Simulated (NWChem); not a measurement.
System: C4H4F2; SMILES CC(F)=C=CF

Parts of the log:

```
             Northwest Computational Chemistry Package (NWChem) 7.3.0
             --------------------------------------------------------

 C1  symmetry detected

                             Geometry "geometry" -> ""
                             -------------------------

 Output coordinates in angstroms (scale by  1.889725989 to convert to a.u.)

  No.       Tag          Charge          X              Y              Z
 ---- ---------------- ---------- -------------- -------------- --------------
    1 C                    6.0000    -1.18248169     1.80016342    -0.11463675
    2 C                    6.0000     0.02292450     0.93950282     0.01501868
    3 F                    9.0000     1.16141624     1.63392979    -0.11885651
    4 C                    6.0000     0.05537654    -0.35421248     0.23486578
    5 C                    6.0000     0.05036602    -1.63258153     0.50524605
    6 F                    9.0000     0.02795939    -2.58599233    -0.42671735
    7 H                    1.0000    -1.17885103     2.30098183    -1.09582553
    8 H                    1.0000    -1.16565885     2.58672174     0.65665999
    9 H                    1.0000    -2.10246647     1.21255094    -0.01304888
   10 H                    1.0000     0.06548332    -2.04892507     1.51941665

 Effective nuclear repulsion energy (a.u.)     211.1359063960

  pbe96 is a nonlocal functional; adding pw91lda local functional.

                                 NWChem DFT Module
                                 -----------------

 Summary of "ao basis" -> "ao basis" (spherical)
 ------------------------------------------------------------------------------
       Tag                 Description            Shells   Functions and Types
 ---------------- ------------------------------  ------  ---------------------
 C                          def2-svp                 6       14   3s2p1d
 F                          def2-svp                 6       14   3s2p1d
 H                          def2-svp                 3        5   2s1p

            General Information
            -------------------
          SCF calculation type: DFT
          Wavefunction type:  closed shell.
          No. of atoms     :    10
          No. of electrons :    46
           Alpha electrons :    23
            Beta electrons :    23
          Charge           :     0
          Spin multiplicity:     1
          Use of symmetry is: off; symmetry adaption is: off
          Maximum number of iterations: 150
          AO basis - number of functions:   104
                     number of shells:    48
          Convergence on energy requested:  1.00D-06
          Convergence on density requested:  1.00D-05
          Convergence on gradient requested:  5.00D-04

              XC Information
              --------------
          PerdewBurkeErnzerhof Exchange Functional  1.000
            Perdew 1991 LDA Correlation Functional  1.000 local
           PerdewBurkeErnz. Correlation Functional  1.000 non-local

             Grid Information
             ----------------
          Grid used for XC integration:  medium
          Radial quadrature: Mura-Knowles
          Angular quadrature: Lebedev.
          Tag              B.-S. Rad. Rad. Pts. Rad. Cut. Ang. Pts.
          ---              ---------- --------- --------- ---------
          C                   0.70       49          11.0       434
          F                   0.50       49          13.0       434
          H                   0.35       45          12.0       434
          Grid pruning is: on
          Number of quadrature shells:   474
          Spatial weights used:  Erf1

      Superposition of Atomic Density Guess
      -------------------------------------

 Sum of atomic energies:        -351.08138089

      Non-variational initial energy
      ------------------------------

 Total energy =    -353.977523
 1-e energy   =    -900.961088
 2-e energy   =     335.847659
 HOMO         =      -0.284793
 LUMO         =       0.024974

     ---------------------------------------------
      Total Density - Mulliken Population Analysis
     ---------------------------------------------

    Atom       Charge   Shell Charges
 -----------   ------   -------------------------------------------------------
    1 C    6     6.22   1.99  0.96  0.16  2.07  1.02  0.02
    2 C    6     5.52   1.99  0.91  0.27  1.59  0.67  0.09
    3 F    9     9.38   1.99  1.14  0.77  3.43  2.04  0.01
    4 C    6     6.34   1.99  1.00  0.32  2.13  0.88  0.03
    5 C    6     5.60   1.99  0.91  0.34  1.64  0.66  0.08
    6 F    9     9.37   1.99  1.14  0.77  3.43  2.04  0.01
    7 H    1     0.88   0.66  0.20  0.03
    8 H    1     0.88   0.66  0.20  0.03
    9 H    1     0.89   0.66  0.20  0.03
   10 H    1     0.92   0.68  0.22  0.02

   convergence    iter        energy       DeltaE   RMS-Dens  Diis-err
 ---------------- ----- ----------------- --------- --------- ---------
 d= 0,ls=0.0,diis     1   -353.6656931813 -5.65D+02  2.21D-02  1.03D+00
 d= 0,ls=0.0,diis     2   -353.4921369513  1.74D-01  1.23D-02  2.88D+00
 d= 0,ls=0.0,diis     3   -353.7779120994 -2.86D-01  2.45D-03  6.57D-02
 d= 0,ls=0.0,diis     4   -353.7812338674 -3.32D-03  1.63D-03  2.48D-02
 d= 0,ls=0.0,diis     5   -353.7839703402 -2.74D-03  5.97D-04  7.03D-03
  Resetting Diis
 d= 0,ls=0.0,diis     6   -353.7847976129 -8.27D-04  1.39D-04  1.41D-04
 d= 0,ls=0.0,diis     7   -353.7848122535 -1.46D-05  1.72D-04  4.36D-05
 d= 0,ls=0.0,diis     8   -353.7847743411  3.79D-05  1.28D-04  3.22D-04
 d= 0,ls=0.0,diis     9   -353.7848178340 -4.35D-05  8.74D-06  1.15D-06
 d= 0,ls=0.0,diis    10   -353.7848179814 -1.47D-07  2.40D-06  8.03D-08

         Total DFT energy =     -353.784817981356
      One electron energy =     -904.436254585531
           Coulomb energy =      383.145961846648
    Exchange-Corr. energy =      -43.630431638470
 Nuclear repulsion energy =      211.135906395997

 Numeric. integr. density =       45.999999205118

                       DFT Final Molecular Orbital Analysis
                       ------------------------------------

 Vector   21  Occ=2.000000D+00  E=-3.162525D-01
              MO Center=  2.6D-01, -3.8D-01, -4.3D-02, r^2= 5.1D+00
   Bfn.  Coefficient  Atom+Function         Bfn.  Coefficient  Atom+Function
  ----- ------------  ---------------      ----- ------------  ---------------
    33      0.319820   3 F  py               76     -0.306410   6 F  pz
    75      0.280308   6 F  py               32     -0.236426   3 F  px
    36     -0.213564   3 F  py               79      0.200742   6 F  pz
    47     -0.199434   4 C  py               50     -0.196308   4 C  py
    78     -0.189463   6 F  py              100     -0.181346  10 H  s

 Vector   22  Occ=2.000000D+00  E=-2.337122D-01
              MO Center=  4.0D-02, -9.9D-01,  1.9D-01, r^2= 2.3D+00
   Bfn.  Coefficient  Atom+Function         Bfn.  Coefficient  Atom+Function
  ----- ------------  ---------------      ----- ------------  ---------------
    46      0.416836   4 C  px               60      0.364855   5 C  px
    74      0.317337   6 F  px               49      0.278702   4 C  px
    77     -0.239529   6 F  px               63      0.186790   5 C  px
    33     -0.113927   3 F  py                5     -0.098918   1 C  py
    36      0.077235   3 F  py               32     -0.061335   3 F  px

 Vector   23  Occ=2.000000D+00  E=-2.296751D-01
              MO Center=  1.1D-01,  2.7D-01,  1.3D-01, r^2= 2.5D+00
   Bfn.  Coefficient  Atom+Function         Bfn.  Coefficient  Atom+Function
  ----- ------------  ---------------      ----- ------------  ---------------
    48      0.420895   4 C  pz               20      0.347145   2 C  pz
    51      0.286929   4 C  pz               34      0.274524   3 F  pz
    37     -0.207063   3 F  pz               23      0.163126   2 C  pz
   100     -0.112312  10 H  s                75     -0.111361   6 F  py
    90     -0.111439   8 H  s                91     -0.110888   8 H  s

 Vector   24  Occ=0.000000D+00  E=-3.744588D-02
              MO Center= -2.0D-02,  1.1D-01,  1.3D-01, r^2= 3.4D+00
   Bfn.  Coefficient  Atom+Function         Bfn.  Coefficient  Atom+Function
  ----- ------------  ---------------      ----- ------------  ---------------
    20      0.492886   2 C  pz               23      0.463869   2 C  pz
    48     -0.361255   4 C  pz               51     -0.355532   4 C  pz
   101      0.298000  10 H  s                86      0.280508   7 H  s
    91     -0.268133   8 H  s                73     -0.226319   6 F  s
    65     -0.219435   5 C  pz               64     -0.195395   5 C  py

 Vector   25  Occ=0.000000D+00  E=-3.443350D-02
              MO Center=  6.9D-02, -7.2D-01,  3.0D-01, r^2= 2.8D+00
   Bfn.  Coefficient  Atom+Function         Bfn.  Coefficient  Atom+Function
  ----- ------------  ---------------      ----- ------------  ---------------
    63      0.516805   5 C  px               60      0.487401   5 C  px
    49     -0.422728   4 C  px               46     -0.392466   4 C  px
     3     -0.242620   1 C  s                21     -0.214374   2 C  px
    31      0.207163   3 F  s                74      0.203009   6 F  px
    77     -0.187373   6 F  px               18     -0.163200   2 C  px

 Vector   26  Occ=0.000000D+00  E= 4.915863D-02
              MO Center= -1.5D+00,  2.0D+00, -9.6D-02, r^2= 4.6D+00
   Bfn.  Coefficient  Atom+Function         Bfn.  Coefficient  Atom+Function
  ----- ------------  ---------------      ----- ------------  ---------------
     3      2.751298   1 C  s                91     -1.207479   8 H  s
    96     -1.171338   9 H  s                86     -1.146445   7 H  s
    17     -0.604445   2 C  s                59      0.252869   5 C  s
     8      0.244024   1 C  py                2      0.232161   1 C  s
    22     -0.225547   2 C  py               45     -0.216767   4 C  s

     ---------------------------------------------
      Total Density - Mulliken Population Analysis
     ---------------------------------------------

    Atom       Charge   Shell Charges
 -----------   ------   -------------------------------------------------------
    1 C    6     5.98   1.98  0.92  0.07  2.15  0.84  0.02
    2 C    6     6.02   1.98  0.94  0.27  2.03  0.71  0.09
    3 F    9     9.16   1.99  1.14  0.77  3.34  1.91  0.01
    4 C    6     5.87   1.99  0.92  0.32  2.11  0.52  0.03
    5 C    6     6.02   1.98  0.92  0.33  2.03  0.67  0.08
    6 F    9     9.15   1.99  1.14  0.77  3.34  1.90  0.01
    7 H    1     0.95   0.73  0.19  0.02
    8 H    1     0.95   0.73  0.19  0.02
    9 H    1     0.95   0.73  0.20  0.02
   10 H    1     0.96   0.74  0.19  0.02

     -------------------------------------------
      Total Density - Lowdin Population Analysis
     -------------------------------------------

    Atom       Charge   Shell Charges
 -----------   ------   -------------------------------------------------------
    1 C    6     6.07   1.96  0.58  0.30  1.92  1.24  0.07
    2 C    6     5.95   1.96  0.61  0.29  1.84  1.04  0.20
    3 F    9     9.04   1.98  1.02  0.73  3.21  2.09  0.01
    4 C    6     6.14   1.97  0.64  0.30  1.94  1.22  0.07
    5 C    6     5.94   1.96  0.60  0.31  1.82  1.07  0.18
    6 F    9     9.04   1.98  1.02  0.73  3.21  2.09  0.01
    7 H    1     0.95   0.63  0.26  0.07
    8 H    1     0.95   0.63  0.26  0.07
    9 H    1     0.95   0.63  0.26  0.07
   10 H    1     0.97   0.63  0.27  0.07

     Multipole analysis of the density
     ---------------------------------

     L   x y z        total         alpha         beta         nuclear
     -   - - -        -----         -----         ----         -------
     0   0 0 0     -0.000000    -23.000000    -23.000000     46.000000

     1   1 0 0     -0.556233     -0.278116     -0.278116     -0.000000
     1   0 1 0      0.349245      0.174622      0.174622     -0.000000
     1   0 0 1      0.342955      0.171477      0.171477      0.000000

     2   2 0 0    -25.054680    -62.069570    -62.069570     99.084461
     2   1 1 0     -1.875062      8.412811      8.412811    -18.700684
     2   1 0 1      0.178695     -0.535003     -0.535003      1.248700
     2   0 2 0    -24.538433   -268.228864   -268.228864    511.919295
     2   0 1 1     -1.907183      3.278343      3.278343     -8.463870
     2   0 0 2    -24.016712    -25.666927    -25.666927     27.317143
```

Level: PBE/def2-SVP. Coordinates come from a PBE0/def2-SVP optimisation.

Problem. Which NWChem input produces such a log?

Solution. Several could match; the one computed here: the input that was run:
```
start job
memory heap 200 mb stack 900 mb global 1100 mb
geometry units angstroms noautoz
  C     -1.186055     1.789467    -0.118730
  C      0.021356     0.931660     0.011182
  F      1.158178     1.628143    -0.126157
  C      0.056866    -0.361439     0.234160
  C      0.054959    -1.639146     0.507691
  F      0.033124    -2.594894    -0.421889
  H     -1.184986     2.287874    -1.101152
  H     -1.169700     2.577956     0.650603
  H     -2.104645     1.200177    -0.014278
  H      0.072511    -2.052958     1.522858
end
basis spherical
  * library def2-svp
end
dft
  xc xpbe96 cpbe96
  iterations 150
  mulliken
end
task dft energy
```
